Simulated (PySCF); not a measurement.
SMILES Cc1ccsc1-c1c(F)c(F)c(F)c(F)c1F (GFN2-xTB optimised geometry):

```
22

C     -1.590    -1.680    -1.914
C     -2.009    -0.757    -0.820
C     -3.366    -0.500    -0.514
C     -3.533     0.404     0.484
S     -2.043     0.998     1.081
C     -1.164    -0.019    -0.026
C      0.291    -0.009    -0.016
C      1.033    -1.194     0.000
F      0.400    -2.371     0.054
C      2.422    -1.194     0.000
F      3.092    -2.349     0.012
C      3.116     0.012     0.000
F      4.449     0.022     0.001
C      2.404     1.208     0.005
F      3.058     2.371     0.006
C      1.016     1.188    -0.003
F      0.363     2.354    -0.022
H     -0.606    -1.419    -2.296
H     -1.553    -2.705    -1.547
H     -2.309    -1.636    -2.728
H     -4.181    -0.978    -1.028
H     -4.449     0.763     0.908
```

Level of theory: PBE0/def2-SVP (PySCF).

**Question.** What are the frontier orbital energies and the dipole moment?

**Answer.** HOMO-2 -7.59 eV, HOMO-1 -7.31 eV, HOMO -6.75 eV, LUMO -1.45 eV, LUMO+1 -0.64 eV; dipole moment 2.45 D.

Meta-Löwdin charges at PBE0/def2-SVP: C1 -0.31, C2 0.01, C3 -0.14, C4 -0.23, S5 0.26, C6 -0.14, C7 -0.06, C8 0.25, F9 -0.24, C10 0.22, F11 -0.23, C12 0.23, F13 -0.22, C14 0.22, F15 -0.23, C16 0.25, F17 -0.23, H18 0.11, H19 0.12, H20 0.11, H21 0.12, H22 0.13.
